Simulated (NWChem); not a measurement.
Program: NWChem. System: H2Cl2Si, charge 0, spin multiplicity 1, at a geometry optimised with PBE0/def2-SVP. The structure started from a generated list of species. Level: RHF/def2-TZVP.

Input file:

```
start mol
memory heap 200 mb stack 900 mb global 1100 mb
geometry units angstroms nocenter noautoz
  Si     0.000000     0.000000     0.768927
  Cl    -1.683952     0.000000    -0.410357
  Cl     1.683952     0.000000    -0.410357
  H      0.000000    -1.233025     1.593580
  H      0.000000     1.233025     1.593580
  symmetry group C2v
end
basis spherical
  * library def2-tzvp
end
scf
  rhf
  nopen 0
  maxiter 100
  thresh 1e-7
  semidirect memsize 60000000 filesize 0
end
task scf energy
```

NWChem printed:

```
             Northwest Computational Chemistry Package (NWChem) 7.3.0
             --------------------------------------------------------

                                NWChem Input Module
                                -------------------

 Scaling coordinates for geometry "geometry" by  1.889725989
 (inverse scale =  0.529177249)

 Turning off AUTOSYM since
 SYMMETRY directive was detected!

                             Geometry "geometry" -> ""
                             -------------------------

 Output coordinates in angstroms (scale by  1.889725989 to convert to a.u.)

  No.       Tag          Charge          X              Y              Z
 ---- ---------------- ---------- -------------- -------------- --------------
    1 Si                  14.0000     0.00000000     0.00000000     0.76892700
    2 Cl                  17.0000    -1.68395200     0.00000000    -0.41035700
    3 Cl                  17.0000     1.68395200     0.00000000    -0.41035700
    4 H                    1.0000     0.00000000    -1.23302500     1.59358000
    5 H                    1.0000     0.00000000     1.23302500     1.59358000

 Effective nuclear repulsion energy (a.u.)     190.5729454024

            Nuclear Dipole moment (a.u.)
            ----------------------------
        X                 Y               Z
 ---------------- ---------------- ----------------
     0.0000000000     0.0000000000    -0.0000000000

      Symmetry information
      --------------------

 Group name             C2v
 Group number             16
 Group order               4
 No. of unique centers     3

      Symmetry unique atoms

     1    2    4


 Summary of "ao basis" -> "" (spherical)
 ------------------------------------------------------------------------------
       Tag                 Description            Shells   Functions and Types
 ---------------- ------------------------------  ------  ---------------------
 *                         def2-tzvp                  on all atoms

 Summary of "ao basis" -> "ao basis" (spherical)
 ------------------------------------------------------------------------------
       Tag                 Description            Shells   Functions and Types
 ---------------- ------------------------------  ------  ---------------------
 Si                        def2-tzvp                13       37   5s5p2d1f
 Cl                        def2-tzvp                13       37   5s5p2d1f
 H                         def2-tzvp                 4        6   3s1p

                                 NWChem SCF Module
                                 -----------------

  ao basis        = "ao basis"
  functions       =   123
  atoms           =     5
  closed shells   =    25
  open shells     =     0
  charge          =   0.00
  wavefunction    = RHF
  use symmetry    = T
  symmetry adapt  = T

 Summary of "ao basis" -> "ao basis" (spherical)
 ------------------------------------------------------------------------------
       Tag                 Description            Shells   Functions and Types
 ---------------- ------------------------------  ------  ---------------------
 Si                        def2-tzvp                13       37   5s5p2d1f
 Cl                        def2-tzvp                13       37   5s5p2d1f
 H                         def2-tzvp                 4        6   3s1p

      Symmetry analysis of basis
      --------------------------

        a1         46
        a2         16
        b1         35
        b2         26

 Forming initial guess at       0.1s

      Superposition of Atomic Density Guess
      -------------------------------------

 Sum of atomic energies:       -1208.79040611

      Non-variational initial energy
      ------------------------------

 Total energy =   -1209.456584
 1-e energy   =   -2051.407359
 2-e energy   =     651.377830
 HOMO         =      -0.373936
 LUMO         =       0.052649

      Symmetry analysis of molecular orbitals - initial
      -------------------------------------------------

  Numbering of irreducible representations:

     1 a1          2 a2          3 b1          4 b2

  Orbital symmetries:

     1 a1          2 b1          3 a1          4 a1          5 b1
     6 a1          7 b1          8 a1          9 b2         10 a2
    11 b1         12 a1         13 b2         14 a1         15 b1
    16 a1         17 b1         18 a1         19 b1         20 a1
    21 b2         22 a2         23 a1         24 b1         25 b2
    26 a1         27 b1         28 a1         29 b2         30 a1
    31 b2         32 a1         33 b1         34 a2         35 a1

 Starting SCF solution at       1.5s

 ----------------------------------------------
         Quadratically convergent ROHF

 Convergence threshold     :          1.000E-07
 Maximum no. of iterations :          100
 Final Fock-matrix accuracy:          1.000E-09
 ----------------------------------------------

              iter       energy          gnorm     gmax       time
             ----- ------------------- --------- --------- --------
                 1    -1209.1959058288  6.65D-01  1.50D-01      1.6
                 2    -1209.2330455527  2.00D-01  5.67D-02      1.9
                 3    -1209.2373349670  1.18D-02  2.50D-03      2.2
                 4    -1209.2373560269  7.64D-05  1.45D-05      2.8
                 5    -1209.2373560276  4.12D-09  7.53D-10      3.6

       Final RHF  results
       ------------------

         Total SCF energy =  -1209.237356027557
      One-electron energy =  -2052.508441712064
      Two-electron energy =    652.698140282136
 Nuclear repulsion energy =    190.572945402370

        Time for solution =      2.1s

       Symmetry analysis of molecular orbitals - final
       -----------------------------------------------

  Numbering of irreducible representations:

     1 a1          2 a2          3 b1          4 b2

  Orbital symmetries:

     1 a1          2 b1          3 a1          4 b1          5 a1
     6 b1          7 a1          8 b1          9 a1         10 b2
    11 a2         12 a1         13 b1         14 a1         15 b2
    16 a1         17 b1         18 a1         19 b2         20 a1
    21 b1         22 a1         23 a2         24 b1         25 b2
    26 b1         27 a1         28 a1         29 b2         30 b2
    31 a1         32 a1         33 b1         34 a2         35 b1

             Final eigenvalues
             -----------------

              1
    1 -104.8403
    2 -104.8403
    3  -68.8648
    4  -10.5700
    5  -10.5699
    6   -8.0366
    7   -8.0365
    8   -8.0356
    9   -8.0356
   10   -8.0355
   11   -8.0355
   12   -6.2064
   13   -4.3136
   14   -4.3129
   15   -4.3121
   16   -1.1241
   17   -1.0974
   18   -0.7282
   19   -0.5608
   20   -0.5565
   21   -0.5554
   22   -0.4833
   23   -0.4822
   24   -0.4671
   25   -0.4555
   26    0.1215
   27    0.1241
   28    0.1582
   29    0.1838
   30    0.2536
   31    0.2650
   32    0.2777
   33    0.2922
   34    0.3258
   35    0.3461

                       ROHF Final Molecular Orbital Analysis
                       -------------------------------------

 Vector   23  Occ=2.000000D+00  E=-4.822192D-01  Symmetry=a2
              MO Center= -2.4D-14,  2.0D-15, -3.6D-01, r^2= 3.9D+00
   Bfn.  Coefficient  Atom+Function         Bfn.  Coefficient  Atom+Function
  ----- ------------  ---------------      ----- ------------  ---------------
    53      0.386637  2 Cl py                90     -0.386637  3 Cl py
    56      0.246241  2 Cl py                93     -0.246241  3 Cl py
    50      0.176633  2 Cl py                87     -0.176633  3 Cl py

 Vector   24  Occ=2.000000D+00  E=-4.671297D-01  Symmetry=b1
              MO Center=  2.3D-13, -9.6D-16, -3.4D-01, r^2= 4.0D+00
   Bfn.  Coefficient  Atom+Function         Bfn.  Coefficient  Atom+Function
  ----- ------------  ---------------      ----- ------------  ---------------
    52      0.299013  2 Cl px                89      0.299013  3 Cl px
    54     -0.257897  2 Cl pz                91      0.257897  3 Cl pz
    55      0.190267  2 Cl px                92      0.190267  3 Cl px
    57     -0.170175  2 Cl pz                94      0.170175  3 Cl pz

 Vector   25  Occ=2.000000D+00  E=-4.555215D-01  Symmetry=b2
              MO Center=  1.8D-14, -3.9D-14,  3.0D-01, r^2= 4.1D+00
   Bfn.  Coefficient  Atom+Function         Bfn.  Coefficient  Atom+Function
  ----- ------------  ---------------      ----- ------------  ---------------
    53      0.313618  2 Cl py                90      0.313618  3 Cl py
    56      0.211148  2 Cl py                93      0.211148  3 Cl py
    16     -0.167966  1 Si py               113      0.154871  4 H  s
   119     -0.154871  5 H  s

 Vector   26  Occ=0.000000D+00  E= 1.215186D-01  Symmetry=b1
              MO Center= -3.7D-15, -8.5D-16,  1.0D+00, r^2= 5.4D+00
   Bfn.  Coefficient  Atom+Function         Bfn.  Coefficient  Atom+Function
  ----- ------------  ---------------      ----- ------------  ---------------
    18      1.350402  1 Si px                42      0.670327  2 Cl s
    79     -0.670327  3 Cl s                 57      0.344392  2 Cl pz
    94     -0.344392  3 Cl pz                15      0.225251  1 Si px

 Vector   27  Occ=0.000000D+00  E= 1.240760D-01  Symmetry=a1
              MO Center=  2.4D-15, -2.4D-15,  6.7D-01, r^2= 5.4D+00
   Bfn.  Coefficient  Atom+Function         Bfn.  Coefficient  Atom+Function
  ----- ------------  ---------------      ----- ------------  ---------------
    20      1.437426  1 Si pz                42      0.553705  2 Cl s
    79      0.553705  3 Cl s                 55      0.440936  2 Cl px
    92     -0.440936  3 Cl px               114     -0.441347  4 H  s
   120     -0.441347  5 H  s                  4     -0.253890  1 Si s
    17      0.164275  1 Si pz

 Vector   28  Occ=0.000000D+00  E= 1.582489D-01  Symmetry=a1
              MO Center= -1.2D-13, -3.0D-13,  1.2D+00, r^2= 5.6D+00
   Bfn.  Coefficient  Atom+Function         Bfn.  Coefficient  Atom+Function
  ----- ------------  ---------------      ----- ------------  ---------------
     5      2.144991  1 Si s                114     -1.591361  4 H  s
   120     -1.591361  5 H  s                 20      0.810311  1 Si pz
     4      0.573881  1 Si s                  3     -0.291725  1 Si s
    57     -0.254392  2 Cl pz                94     -0.254392  3 Cl pz
    55     -0.181943  2 Cl px                92      0.181943  3 Cl px

 center of mass
 --------------
 x =   0.00000000 y =   0.00000000 z =  -0.07517107

 moments of inertia (a.u.)
 ------------------
         129.784766759102           0.000000000000           0.000000000000
           0.000000000000         827.061660716591           0.000000000000
           0.000000000000           0.000000000000         719.163909907098

  Mulliken analysis of the total density
  --------------------------------------

    Atom       Charge   Shell Charges
 -----------   ------   -------------------------------------------------------
    1 Si  14    13.36   2.00  0.58  1.39  0.83  0.25  4.12  1.73  0.51  1.22  0.17  0.19  0.30  0.06
    2 Cl  17    17.30   2.01  0.45  1.52  1.08  0.86  4.18  1.69  1.07  2.90  1.49  0.01  0.03  0.00
    3 Cl  17    17.30   2.01  0.45  1.52  1.08  0.86  4.18  1.69  1.07  2.90  1.49  0.01  0.03  0.00
    4 H    1     1.02   0.24  0.56  0.22  0.01
    5 H    1     1.02   0.24  0.56  0.22  0.01

       Multipole analysis of the density wrt the origin
       ------------------------------------------------

     L   x y z        total         open         nuclear
     -   - - -        -----         ----         -------
     0   0 0 0     -0.000000      0.000000     50.000000

     1   1 0 0     -0.000000      0.000000      0.000000
     1   0 1 0      0.000000      0.000000      0.000000
     1   0 0 1      0.552956      0.000000     -0.000000

     2   2 0 0    -31.221920      0.000000    344.299193
     2   1 1 0      0.000000      0.000000      0.000000
     2   1 0 1     -0.000000      0.000000      0.000000
     2   0 2 0    -29.375788      0.000000     10.858540
     2   0 1 1     -0.000000      0.000000      0.000000
     2   0 0 2    -28.453408      0.000000     68.142457

 Task  times  cpu:        3.7s     wall:        3.7s

 Total times  cpu:        3.7s     wall:        3.7s
```
